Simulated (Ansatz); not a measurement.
`C[Si](Cl)(Cl)Cl` + `[SiH3]`• → `[CH2][Si](Cl)(Cl)Cl`• + SiH₄  (hydrogen abstraction from a C–H bond)

Program: Ansatz. Geometries: PBE0-D4/def2-TZVP. ΔE: electronic, gas phase. CCSD(T)/CBS adds triple-zeta CCSD(T) − MP2 to the extrapolated MP2 energy (def2 sets, frozen cores). This one scheme is used for every species. DFT in def2-TZVPP. No spin–orbit coupling; open shells (•) take unrestricted orbitals.

CCSD(T)/CBS gives +13.2 kcal/mol.

Question: Another level gave +12.9 kcal/mol. Which?
A. LC-ωPBE/def2-TZVPP
B. revPBE-D4/def2-TZVPP
C. r2SCANh/def2-TZVPP
D. BHLYP/def2-TZVPP

Answer: C. r2SCANh 12.9, BHLYP 10.5, revPBE-D4 15.0, LC-ωPBE 14.0 kcal/mol.

Largest T1 diagnostic among the species: 0.015.

At CCSD(T), def2-SVP lies +1.0 kcal/mol from the extrapolated value and def2-TZVPP +0.2 kcal/mol. Leaving LDA and LC-ωPBE aside and taking each functional with its dispersion term where it has one, the values, not all of them listed here, spread over 5.0 kcal/mol, from BHLYP-D4 to PBE-D4. LDA lies +3.5 kcal/mol from PBE without D4.
